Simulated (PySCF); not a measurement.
**C5H11N3Si: full NMR table**

| Item | Value |
| --- | --- |
| Formula | C5H11N3Si |
| SMILES | CC(C)c1cnn([SiH3])n1 |
| InChI | InChI=1S/C5H11N3Si/c1-4(2)5-3-6-8(9)7-5/h3-4H,1-2,9H3 |
| Point group of the computed structure | C1 |
| Degrees of unsaturation | 3 |
| Carbon signals | 4 |
| Proton signals | 4 |

Atoms are numbered as in `[CH3:1][CH:2]([CH3:3])[c:4]1[cH:5][n:6][n:7]([SiH3:8])[n:9]1`; H(Xn) means a hydrogen on atom n.

All values are calculated (PySCF 2.14): GIAO PBE0/pcSseg-1 shieldings, geometry: GFN2-xTB. One computed conformer, non-relativistic, in vacuum, averaged over atoms made equivalent by symmetry, fast rotation or ring inversion.

Shifts are taken against calculated references (same method and geometry level): 1H and 13C and 29Si against TMS; 15N against NH3.

```tsv
carbon	δC, type	δH (multiplicity)	HMBC from (2–3 bonds)	span of the C tensor (ppm)
C1/C3	26.4, CH3	1.31 (d)	H(C2), H(C1)/H(C3)	36
C2	30.4, CH	3.25 (sept)	H(C5), H(C1)/H(C3)	16
C4	163.3, C	–	H(C5), H(C2), H(C1)/H(C3)	155
C5	139.1, CH	7.85 (s)	H(C2)	178
```

Other nuclei:
```csv
atoms,nucleus,environment,δ (ppm),σ (ppm)
H(Si8),1H,hydrogen on a silicon bonded to N,5.26,26.46
Si8,29Si,"silicon bonded to N, 3 H",-46.3,395.4
N6,15N,pyridine-type nitrogen of an azole,386.6,-118.9
N9,15N,pyridine-type nitrogen of an azole,372.9,-105.2
N7,15N,pyrrole-type ring nitrogen,263.0,4.7
```

1. Carbon types of the structure: 1 × C, 2 × CH, 2 × CH3, leaving 3 H on heteroatoms.
2. δC 163.3: substituted aromatic carbon next to a ring nitrogen.
3. δC 139.1: aromatic CH next to a ring nitrogen.
4. δC 30.4: sp3 CH on an aromatic ring; aliphatic region, no heteroatom directly attached.
5. δC 26.4: methyl carbon; saturated and bonded to C and H only.
6. δH 7.85: hydrogen on an aromatic CH next to a ring nitrogen; it sits in the deshielding region of the aromatic ring current.

Shifts are as computed. Against solution values, carbons near 30 ppm lie about +3 ppm off and those near 130 ppm about +5 ppm. Of 1211 compounds with measured shifts, 218 miss one by over three times the rms of a fit or turn the order of signals round; such compounds aren't used in these exercises. Experimental scales use liquid or dissolved standards, which lie at an offset from isolated NH3 (liquid NH3: subtract about 20 ppm). Unscaled 15N shifts of sp2 nitrogen come out 20 to 40 ppm too high even then. No couplings were computed; multiplicities are counted from neighbouring protons, with m where these are inequivalent, close in shift, in a saturated or five-membered ring or joined by F or P, and br s for small geminal =CH2 splittings.
